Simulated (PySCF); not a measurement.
**How methods differ on the ionisation energy of Ta⁴⁴⁺**

Ta⁴⁴⁺ [Ar] 3d10 4s1 (2S) → Ta⁴⁵⁺ [Ar] 3d10 (1S), as a difference of total energies. All numbers are calculated (PySCF 2.14, the spin-free X2C one-electron Hamiltonian (Gaussian nucleus), in an uncontracted even-tempered set (18 s from 5 bohr⁻², ratio 2.5; 13 p from 6.4 bohr⁻², ratio 2.5; 8 d from 11 bohr⁻², ratio 2.5; 4 f from 29 bohr⁻², ratio 2.7; 4 g from 44 bohr⁻², ratio 2.7)). Correlated levels: outer shells: [Ne] frozen; virtual orbitals above 40 to 60 times the deepest correlated orbital energy dropped. The calculations carry no spin-orbit coupling.

```tsv
method	ionisation energy (eV)
UHF	2310.2
LDA	2317.4
PBE	2318.6
PBE0	2316.6
r2SCAN	2312.7
B3LYP	2317.5
M06	2313.4
MP2 (outer shells)	2311.7
SCS-MP2 (outer shells)	2311.4
```

Breit and QED terms and the two-electron picture change are absent.

For comparison: 2314.7 ± 1.9 eV (semi-empirical (NIST evaluation); NIST Atomic Spectra Database, ionization energies).
